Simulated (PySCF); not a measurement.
C3H9N, charge +1, doublet, at a GFN2-xTB geometry (a state made from the parent by changing its charge; the spin is typed, not shown lowest), with bond 13-4 at 1.3 times its length; R2SCAN/3-21G (PySCF).

The PySCF input:
```python
from pyscf import gto, scf, dft

mol = gto.M(
    atom='''
C    -1.877613   -0.029676    0.298866
C    -0.545275   -0.430394   -0.287759
N     0.539405    0.313721    0.195587
C     1.874214    0.141782   -0.208225
H    -2.110709    1.010665    0.076320
H    -2.668594   -0.647689   -0.115881
H    -1.887195   -0.151160    1.381092
H    -0.356561   -1.507756   -0.113931
H    -0.572036   -0.364167   -1.392474
H     0.347059    1.030119    0.889153
H     2.281861    1.078881   -0.613592
H     1.966553   -0.648446   -0.951828
H     2.708308   -0.155330    0.913622
''',
    basis='3-21g',
    charge=1,
    spin=1,
    verbose=4,
)

mf = dft.UKS(mol)
mf.xc = 'r2scan'
mf = mf.newton()
mf.kernel()
```

Output, abridged:

```
PySCF version 2.14.0

[INPUT] verbose = 4
[INPUT] num. atoms = 13
[INPUT] num. electrons = 33
[INPUT] charge = 1
[INPUT] spin (= nelec alpha-beta = 2S) = 1
[INPUT] symmetry False subgroup None
[INPUT] Mole.unit = angstrom
[INPUT] Symbol           X                Y                Z      unit          X                Y                Z       unit  Magmom
[INPUT]  1 C     -1.877613000000  -0.029676000000   0.298866000000 AA   -3.548174337923  -0.056079512473   0.564774887944 Bohr   0.0
[INPUT]  2 C     -0.545275000000  -0.430394000000  -0.287759000000 AA   -1.030420412572  -0.813326785656  -0.543785699879 Bohr   0.0
[INPUT]  3 N      0.539405000000   0.313721000000   0.195587000000 AA    1.019327720221   0.592846769525   0.369605863525 Bohr   0.0
[INPUT]  4 C      1.874214000000   0.141782000000  -0.208225000000 AA    3.541751158826   0.267929149393  -0.393488222288 Bohr   0.0
[INPUT]  5 H     -2.110709000000   1.010665000000   0.076320000000 AA   -3.988661938655   1.909880053684   0.144223897827 Bohr   0.0
[INPUT]  6 H     -2.668594000000  -0.647689000000  -0.115881000000 AA   -5.042911797658  -1.223954823893  -0.218983353041 Bohr   0.0
[INPUT]  7 H     -1.887195000000  -0.151160000000   1.381092000000 AA   -3.566281693649  -0.285651000989   2.609885632828 Bohr   0.0
[INPUT]  8 H     -0.356561000000  -1.507756000000  -0.113931000000 AA   -0.673802636701  -2.849245902670  -0.215298387098 Bohr   0.0
[INPUT]  9 H     -0.572036000000  -0.364167000000  -1.392474000000 AA   -1.080991373392  -0.688175893604  -2.631394495578 Bohr   0.0
[INPUT] 10 H      0.347059000000   1.030119000000   0.889153000000 AA    0.655846459065   1.946642785711   1.680255652835 Bohr   0.0
[INPUT] 11 H      2.281861000000   1.078881000000  -0.613592000000 AA    4.312092344326   2.038789610997  -1.159520832224 Bohr   0.0
[INPUT] 12 H      1.966553000000  -0.648446000000  -0.951828000000 AA    3.716246579442  -1.225385346570  -1.798694237693 Bohr   0.0
[INPUT] 13 H      2.708308000000  -0.155330000000   0.913622000000 AA    5.117960380969  -0.293531158929   1.726495361377 Bohr   0.0

nuclear repulsion = 133.045591748485
number of shells = 38
number of NR pGTOs = 87
number of NR cGTOs = 54
basis = 3-21g
ecp = {}

******** <class 'pyscf.soscf.newton_ah.SecondOrderUKS'> ********
method = SecondOrderUKS
initial guess = minao
damping factor = 0
level_shift factor = 0
DIIS = <class 'pyscf.scf.diis.CDIIS'>
diis_start_cycle = 1
diis_space = 8
diis_damp = 0
SCF conv_tol = 1e-09
SCF conv_tol_grad = None
SCF max_cycles = 50
direct_scf = True
direct_scf_tol = 1e-13
number electrons alpha = 17  beta = 16
XC library pyscf.dft.libxc version 7.1.2
    S. Lehtola, C. Steigemann, M. J. T. Oliveira, and M. A. L. Marques,  SoftwareX 7, 1–5 (2018)
XC functionals = r2scan
    J. W. Furness, A. D. Kaplan, J. Ning, J. P. Perdew, and J. Sun,  J. Phys. Chem. Lett. 11, 8208–8215 (2020)
    J. W. Furness, A. D. Kaplan, J. Ning, J. P. Perdew, and J. Sun,  J. Phys. Chem. Lett. 11, 9248–9248 (2020)
    J. W. Furness, A. D. Kaplan, J. Ning, J. P. Perdew, and J. Sun,  J. Phys. Chem. Lett. 11, 8208–8215 (2020)
    J. W. Furness, A. D. Kaplan, J. Ning, J. P. Perdew, and J. Sun,  J. Phys. Chem. Lett. 11, 9248–9248 (2020)
radial grids:
    Treutler-Ahlrichs [JCP 102, 346 (1995); DOI:10.1063/1.469408] (M4) radial grids

becke partition: Becke, JCP 88, 2547 (1988); DOI:10.1063/1.454033
pruning grids: <function nwchem_prune>
grids dens level: 3
symmetrized grids: False
atomic radii adjust function: <function treutler_atomic_radii_adjust>
small_rho_cutoff = 0
******** <class 'pyscf.dft.uks.UKS'> Newton solver flags ********
SCF tol = 1e-09
conv_tol_grad = None
max. SCF cycles = 50
direct_scf = True
direct_scf_tol = 1e-13
max_cycle_inner = 12
max_stepsize = 0.05
ah_start_tol = 1e+09
ah_level_shift = 0
ah_conv_tol = 1e-12
ah_lindep = 1e-14
ah_start_cycle = 1
ah_max_cycle = 40
ah_grad_trust_region = 2.5
kf_interval = 4
kf_trust_region = 5
canonicalization = True
Set conv_tol_grad to 3.16228e-05
tot grids = 144528

Initial guess E= -173.066486442527  |g|= 0.225743
macro= 0  E= -173.095572487495  delta_E= -0.029086  |g|= 0.0147769  3 KF 11 JK
macro= 1  E= -173.096099290384  delta_E= -0.000526803  |g|= 0.00989032  2 KF 6 JK
macro= 2  E= -173.096104929351  delta_E= -5.63897e-06  |g|= 0.00020585  2 KF 8 JK
macro= 3  E= -173.096104929351  delta_E= -5.68434e-14  |g|= 1.21932e-05  1 KF 2 JK
Canonicalize SCF orbitals
macro X = 4  E=-173.096104929351  |g|= 1.21932e-05  total 9 KF 32 JK
converged SCF energy = -173.096104929351  <S^2> = 0.75875002  2S+1 = 2.008731
```
